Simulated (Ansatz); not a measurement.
Relaxation of H6O2Sn (9 atoms, charge 0, multiplicity 1), to a largest force component of 0.03 eV/Å in at most 50 steps.

These are results of RHF/def2-SVP (Ansatz 0.2.0), not measurements.

```xyz
9
Properties=species:S:1:pos:R:3
Sn -0.141 -0.153 -0.128
H -0.126 -0.003 1.598
H 1.416 -0.091 -0.808
O -1.236 1.297 -0.882
H -2.119 1.087 -1.144
H -0.936 -1.618 -0.548
O 1.258 2.180 1.486
H 2.135 1.960 1.769
H 0.671 1.634 2.031
```

Q: Where does it end, and by what steps?

A: The run converged. After 32 steps the energy has fallen by 0.428 eV; H2 moved furthest, 1.04 Å.

```json
{"step": "0", "energy less start (eV)": "0.0000", "largest force component (eV/Å)": "0.992", "accepted": "yes"}
{"step": "2", "energy less start (eV)": "-0.0429", "largest force component (eV/Å)": "2.485", "accepted": "no"}
{"step": "4", "energy less start (eV)": "-0.1242", "largest force component (eV/Å)": "0.471", "accepted": "yes"}
{"step": "6", "energy less start (eV)": "-0.1661", "largest force component (eV/Å)": "0.184", "accepted": "yes"}
{"step": "8", "energy less start (eV)": "-0.1717", "largest force component (eV/Å)": "0.182", "accepted": "yes"}
{"step": "10", "energy less start (eV)": "-0.1792", "largest force component (eV/Å)": "0.386", "accepted": "yes"}
{"step": "12", "energy less start (eV)": "-0.1914", "largest force component (eV/Å)": "1.047", "accepted": "yes"}
{"step": "14", "energy less start (eV)": "-0.2199", "largest force component (eV/Å)": "1.094", "accepted": "yes"}
{"step": "16", "energy less start (eV)": "-0.2421", "largest force component (eV/Å)": "1.005", "accepted": "yes"}
{"step": "18", "energy less start (eV)": "-0.2916", "largest force component (eV/Å)": "0.732", "accepted": "yes"}
{"step": "20", "energy less start (eV)": "-0.3531", "largest force component (eV/Å)": "0.362", "accepted": "yes"}
{"step": "22", "energy less start (eV)": "-0.3964", "largest force component (eV/Å)": "0.559", "accepted": "yes"}
{"step": "24", "energy less start (eV)": "-0.4107", "largest force component (eV/Å)": "0.577", "accepted": "yes"}
{"step": "26", "energy less start (eV)": "-0.4244", "largest force component (eV/Å)": "0.214", "accepted": "yes"}
{"step": "28", "energy less start (eV)": "-0.4002", "largest force component (eV/Å)": "1.309", "accepted": "no"}
{"step": "30", "energy less start (eV)": "-0.4259", "largest force component (eV/Å)": "0.098", "accepted": "no"}
{"step": "32", "energy less start (eV)": "-0.4283", "largest force component (eV/Å)": "0.006", "accepted": "yes"}
```

```xyz
9
Properties=species:S:1:pos:R:3
Sn -0.075 -0.404 -0.062
H -0.301 -1.027 1.501
H 1.543 -0.324 -0.577
O -0.817 1.444 -0.145
H -1.627 1.571 -0.612
H -1.018 -1.283 -1.197
O 1.073 1.839 1.762
H 1.817 2.326 1.442
H 0.327 2.153 1.261
```

Run time: 92 s on 2 threads of Intel(R) Xeon(R) Platinum 8259CL CPU @ 2.50GHz (Skylake/Cascade Lake) (shared host), peak memory 0.18 GiB.
